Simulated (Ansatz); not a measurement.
`[O]=[Ta]([OH])([Cl])[Cl]` + H₂O → `[O]=[Ta]([OH])([OH])[Cl]` + HCl at 500 K and 1 bar (formal hydrolysis of a Ta–Cl bond).

Isolated molecules relaxed with PBE0-D4/def2-TZVP in Ansatz; ΔE leaves out vibrations. CBS: MP2 limit from def2 TZ/QZ plus the TZ coupled-cluster correction, frozen cores. This one scheme is used for every species. Elements past krypton have def2 core potentials. For Ta outer-core shells are correlated without core-valence functions, which leaves a few kJ/mol of doubt a bond. Each species was taken in one conformer, which may not be the lowest.

```csv
species,CCSD(T)/CBS energy (Eh),H − E (kJ/mol),S (J/(mol·K))
`[O]=[Ta]([OH])([Cl])[Cl]`,-1127.64682,92.1,425.3
H₂O,-76.37941,73.2,206.3
`[O]=[Ta]([OH])([OH])[Cl]`,-743.63181,125.6,432.5
HCl,-460.38127,32.5,201.9
```

H − E and S are ideal-gas, rigid-rotor, harmonic terms from PBE0-D4/def2-TZVP, for one conformer and one mirror image of each species. 1 Eh = 2625.50 kJ/mol, R = 8.31446 J/(mol·K).

Q: By hand: ΔE, ΔH, ΔS and ΔG.

A: ΔE = (-743.63181) + (-460.38127) − (-1127.64682) − (-76.37941) = 0.01315 Eh = 34.5 kJ/mol. Δ(H − E) = 125.6 + 32.5 − 92.1 − 73.2 = -7.2, so ΔH = 27.3 kJ/mol. ΔS = 432.5 + 201.9 − 425.3 − 206.3 = 2.8 J/(mol·K). ΔG = 27.3 − 500 × (2.8)/1000 = 25.9 kJ/mol.

Q: By hand: the equilibrium constant, and the temperature at which ΔG would vanish if ΔH and ΔS stayed fixed.

A: log₁₀ K = −ΔG/(RT ln 10) = -2.7. ΔG = 0 at ΔH/ΔS = 9750 K, far beyond where these terms or the molecules hold.

The number of gas molecules stays the same, so ΔS is small and ΔH decides. A doubt of 5 kJ/mol in ΔE shifts log₁₀ K by 0.5 here. Other conformers and mirror images would add mixing entropy, several J/(mol·K) or more a flexible species. These are equilibria of isolated gas molecules and say nothing of rates. Largest T1 diagnostic: 0.020 (customary marks: 0.02 for closed shells, 0.045 for open ones).
